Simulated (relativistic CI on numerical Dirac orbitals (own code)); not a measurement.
**Charge states of thallium**

Calculated at this level of theory: Dirac-Coulomb-Breit CI, separate exchange-only KLI orbitals for each configuration, model QED, valence Slater integrals scaled by 0.9 (own radial code, finite nucleus).

Each species is treated in one configuration, given outside its closed core. Radial values are for the open shell of highest l, unscaled and averaged over j; ζ includes the Breit term. Labels give the leading LS character, summed over repeated terms.

| Ion | Configuration | Its lowest level | LS weight (%) | g_J | g√(J(J+1)) | F² (cm⁻¹) | F⁴ (cm⁻¹) | ζ (cm⁻¹) |
| --- | --- | --- | --- | --- | --- | --- | --- | --- |
| Tl | 4f14 5d10 6s2 6p | 2P°_1/2 | 100 | 0.666 | 0.58 |  |  | 5202 |
| Tl⁺ | 4f14 5d10 6s2 | 1S_0 | 100 |  | 0.00 |  |  |  |
| Tl²⁺ | 4f14 5d10 6s | 2S_1/2 | 100 | 2.002 | 1.73 |  |  |  |
| Tl³⁺ | 4f14 5d10 | 1S_0 | 100 |  | 0.00 |  |  |  |
| Tl⁴⁺ | 4f14 5d9 | 2D_5/2 | 100 | 1.200 | 3.55 |  |  | 7225 |
| Tl⁵⁺ | 4f14 5d8 | 3F_4 | 95 | 1.237 | 5.53 | 83210 | 55980 | 7721 |
| Tl⁶⁺ | 4f14 5d7 | 4F_9/2 | 79 | 1.283 | 6.38 | 85700 | 57870 | 8228 |
| Tl⁷⁺ | 4f14 5d6 | 5D_4 | 69 | 1.404 | 6.28 | 88020 | 59630 | 8743 |
| Tl⁸⁺ | 4f14 5d5 | 6S_5/2 | 67 | 1.825 | 5.40 | 90190 | 61290 | 9266 |
| Tl⁹⁺ | 4f14 5d4 | J = 0 (mixed) | 48 |  | 0.00 | 92240 | 62850 | 9796 |
| Tl¹⁰⁺ | 4f14 5d3 | 4F_3/2 | 70 | 0.561 | 1.09 | 94180 | 64320 | 10330 |
| Tl¹¹⁺ | 4f14 5d2 | 3F_2 | 83 | 0.729 | 1.79 | 96040 | 65730 | 10870 |
| Tl¹²⁺ | 4f14 5d | 2D_3/2 | 100 | 0.799 | 1.55 |  |  | 11420 |
| Tl¹³⁺ | 4f14 | 1S_0 | 100 |  | 0.00 |  |  |  |
| Tl¹⁴⁺ | 4d10 4f14 5s2 5p5 | 2P°_3/2 | 100 | 1.333 | 2.58 |  |  | 133200 |
| Tl¹⁵⁺ | 4d10 4f14 5s2 5p4 | 3P_2 | 72 | 1.358 | 3.33 | 118300 |  | 137100 |
| Tl¹⁶⁺ | 4d10 4f14 5s2 5p3 | J = 3/2 (mixed) | 45 | 1.398 | 2.71 | 119500 |  | 141000 |
| Tl¹⁷⁺ | 4d10 4f14 5s2 5p2 | 3P_0 | 73 |  | 0.00 | 120700 |  | 144900 |
| Tl¹⁸⁺ | 4d10 4f14 5s2 5p | 2P°_1/2 | 100 | 0.664 | 0.57 |  |  | 148900 |
| Tl¹⁹⁺ | 4d10 4f14 5s2 | 1S_0 | 100 |  | 0.00 |  |  |  |
| Tl²⁰⁺ | 4d10 4f13 5s2 | 2F°_7/2 | 100 | 1.140 | 4.52 |  |  | 10550 |
| Tl²¹⁺ | 4d10 4f13 5s | 3F°_4 | 100 | 1.247 | 5.58 |  |  | 10650 |
| Tl²²⁺ | 4d10 4f13 | 2F°_7/2 | 100 | 1.140 | 4.52 |  |  | 10740 |
| Tl²³⁺ | 4d10 4f12 | 3H_6 | 98 | 1.160 | 7.52 | 239900 | 154900 | 11110 |

At low charge ζ of a weakly bound d or f electron comes out too small.
